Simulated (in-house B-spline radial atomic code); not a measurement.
Ionisation energies along the 30-electron series, configuration [Ar] 3d10 4s2, as differences of self-consistent energies. Dirac energy differences include first-order Breit, QED and recoil terms. NIST's values go from ground level to ground level; the uncertainty of those that are theory runs from under 0.1 % in few-electron ions to several per cent in heavy many-electron ones. Computed with a radial B-spline atomic code at the basis-set limit: Dirac-Hartree-Fock, average of the configuration, finite nuclei.

| ion | configuration after | ionisation energy (eV) | IE/(q+1)² (eV) | -ε less Coulomb ΔSCF (eV) | Breit and QED recoil part (eV) | tabulated value (eV) | tabulated kind | computed minus tabulated (eV) |
| --- | --- | --- | --- | --- | --- | --- | --- | --- |
| Cs25+ | [Ar] 3d10 4s1 | 875.2 | 1.2947 | 0.23388 | -0.8148 | 875 | tabulated theory | 0.2 |
| Ba26+ | [Ar] 3d10 4s1 | 934.6 | 1.282 | 0.23575 | -0.88978 | 935 | tabulated theory | -0.4 |
| La27+ | [Ar] 3d10 4s1 | ? | ? | ? | ? | ? | tabulated theory | ? |
| Ce28+ | [Ar] 3d10 4s1 | ? | ? | ? | ? | ? | tabulated theory | ? |
| Pr29+ | [Ar] 3d10 4s1 | 1124.5 | 1.2495 | 0.24155 | -1.1434 | 1124 | tabulated theory | 0.5 |
| Nd30+ | [Ar] 3d10 4s1 | 1191.8 | 1.2401 | 0.24356 | -1.2381 | 1191 | tabulated theory | 0.8 |
| Pm31+ | [Ar] 3d10 4s1 | 1261.0 | 1.2315 | 0.24559 | -1.338 | 1261 | tabulated theory | 0.0 |
| Sm32+ | [Ar] 3d10 4s1 | 1332.3 | 1.2234 | 0.24767 | -1.4432 | 1332 | tabulated theory | 0.3 |
| Eu33+ | [Ar] 3d10 4s1 | 1405.7 | 1.216 | 0.24979 | -1.5545 | 1406 | tabulated theory | -0.3 |
| Gd34+ | [Ar] 3d10 4s1 | 1481.0 | 1.209 | 0.25194 | -1.6715 | 1481 | tabulated theory | 0.0 |
| Tb35+ | [Ar] 3d10 4s1 | 1558.5 | 1.2025 | 0.25415 | -1.7949 | 1559 | tabulated theory | -0.5 |
| Dy36+ | [Ar] 3d10 4s1 | 1638.0 | 1.1965 | 0.25639 | -1.9243 | 1638 | tabulated theory | 0.0 |
| Ho37+ | [Ar] 3d10 4s1 | ? | ? | ? | ? | ? | tabulated theory | ? |
| Er38+ | [Ar] 3d10 4s1 | 1803.4 | 1.1856 | 0.26102 | -2.2036 | 1803 | tabulated theory | 0.4 |
| Tm39+ | [Ar] 3d10 4s1 | 1889.2 | 1.1808 | 0.26341 | -2.3537 | 1889 | tabulated theory | 0.2 |

Task: Fill in the row of La27+.

Result: ionisation energy (eV): 995.9; IE/(q+1)² (eV): 1.2703; -ε less Coulomb ΔSCF (eV): 0.23765; Breit and QED recoil part (eV): -0.96948; tabulated value (eV): 995; computed minus tabulated (eV): 0.9.

Task: Fill in the row of Ce28+.

Result: ionisation energy (eV): 1059.2; IE/(q+1)² (eV): 1.2595; -ε less Coulomb ΔSCF (eV): 0.23958; Breit and QED recoil part (eV): -1.054; tabulated value (eV): 1060; computed minus tabulated (eV): -0.8.

Task: Fill in the row of Ho37+.

Result: ionisation energy (eV): 1719.6; IE/(q+1)² (eV): 1.1909; -ε less Coulomb ΔSCF (eV): 0.25868; Breit and QED recoil part (eV): -2.0606; tabulated value (eV): 1719; computed minus tabulated (eV): 0.6.
